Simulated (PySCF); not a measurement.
# Core binding energy against partial charge

Compound: C₆H₁₇BN₂.
Numbering: `[CH3:1][N+:2]1([CH3:3])[BH2-:4][CH2:5][CH2:6][C@@H:7]1[CH2:8][NH2:9]`

Cartesian coordinates in Å at the PBE0-D3(BJ)/def2-SVP level; atoms count from 1:
```
atom  x, y, z in Å
C1    -1.180   -0.800   -1.167
N2    -0.896   -0.145    0.120
C3    -1.581   -0.862    1.200
B4    -1.391    1.435    0.058
C5    -0.153    2.102   -0.761
C6     1.032    1.132   -0.569
C7     0.570    0.021    0.377
C8     1.392   -1.258    0.313
N9     2.715   -0.999    0.842
H10   -0.692   -0.247   -1.978
H11   -0.833   -1.844   -1.171
H12   -2.262   -0.771   -1.337
H13   -1.338   -0.384    2.156
H14   -2.664   -0.787    1.038
H15   -1.291   -1.924    1.226
H16   -2.502    1.439   -0.463
H17   -1.430    1.780    1.238
H18   -0.359    2.238   -1.835
H19    0.087    3.101   -0.369
H20    1.925    1.615   -0.144
H21    1.356    0.685   -1.527
H22    0.627    0.398    1.410
H23    1.386   -1.647   -0.728
H24    0.922   -2.034    0.941
H25    3.223   -0.365    0.229
H26    3.259   -1.858    0.881
```

Binding energies: delta-SCF UKS SCAN, pcX-2 on the ionised atom, pcseg-1 elsewhere, spin-free X2C (PySCF). Charges: PBE0/pcSseg-1 ground-state density, for the ionised atom.

```tsv
atom	environment	C 1s (eV)	Mulliken (e)	IAO (e)	Hirshfeld (e)	ESP (e)
C5	sp3 carbon bound to boron	288.92	-0.398	-0.388	-0.153	-0.236
C6	ring CH2 carbon	290.22	-0.180	-0.259	-0.073	-0.282
C7	sp3 carbon bound to nitrogen	291.30	-0.141	-0.013	+0.028	+0.402
C8	sp3 carbon bound to nitrogen	291.63	0.000	-0.144	-0.031	+0.019
C3	N-methyl carbon	291.79	-0.074	-0.296	-0.047	-0.418
C1	N-methyl carbon	291.79	-0.085	-0.300	-0.048	-0.466
```

Problem. Give the correlation coefficient and slope of binding energy on charge for each scheme.

Solution. Mulliken: r = 0.94, slope 7.9 eV per e; Hirshfeld: r = 0.79, slope 15.4 eV per e; IAO: r = 0.47, slope 4.1 eV per e; ESP: r = 0.05, slope 0.2 eV per e. Mulliken charges have the highest r, on only 6 points.

Problem. The point-charge model writes a binding energy as kq + V + constant, with V the potential of the other atoms' charges at the site. What does it give with the IAO charges?

Solution. V = Σ 14.40 eV Å × q/r over all other atoms: +1.64 eV at C5, +1.21 eV at C6, -1.61 eV at C7, +0.75 eV at C8, +4.51 eV at C3, +4.24 eV at C1. Fitting binding energy − V to q gives k = 16.8 eV per e and leaves an rms residual of 0.51 eV, against 0.93 eV for the fit on q alone. The model has no term for differences in relaxation between sites.

One conformer (not necessarily the lowest) at the PBE0-D3(BJ)/def2-SVP geometry, without solvent, vibrations or thermal averaging.
